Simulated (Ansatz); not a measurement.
Two isomers of CH6N2Si: A = `N/C=N/[SiH3]`, B = `N=C(N)[SiH3]`.

Calculated with Ansatz (gas phase, PBE0-D4/def2-TZVP geometries, no zero-point term in ΔE). CBS: MP2 limit from def2 TZ/QZ plus the TZ coupled-cluster correction, frozen cores. DFT in def2-TZVPP. B3LYP here is the variant with VWN-RPA as its local correlation; programs differ in this. Each species was taken in one conformer, which may not be the lowest.

Problem. Which is lower in electronic energy at CCSD(T)/CBS, and by how much? (Best estimate.)

Solution. Computed: A, by 71.0 kJ/mol.

Problem. Give E(B) − E(A) in kJ/mol with B3LYP-D4, r2SCAN-D4, PBE0-D4, LDA (SPW92), CCSD/def2-TZVPP, B3LYP, PBE-D4. (Estimate.)

Solution. The calculation gave: B3LYP-D4 74.2, r2SCAN-D4 74.5, PBE0-D4 71.5, LDA (SPW92) 70.2, CCSD/def2-TZVPP 72.7, B3LYP 76.2, PBE-D4 66.6. None reverses the order clearly.

Problem. Does the order hold for the free energy at 298.15 K (harmonic terms from PBE0-D4)? (Best estimate.)

Solution. Computed: Yes: G(B) − G(A) = +69.9 kJ/mol, for one conformer each. Modes under 60 cm⁻¹, often nearly free rotors, make the harmonic entropy too high.

Largest T1 diagnostic: 0.014.

At CCSD(T), def2-SVP lies −3.7 kJ/mol from the extrapolated value and def2-TZVPP −0.4 kJ/mol. From BLYP to BHLYP (50 % exact exchange), in def2-TZVPP and without D4, E(B) − E(A) moves by +9.2 kJ/mol.
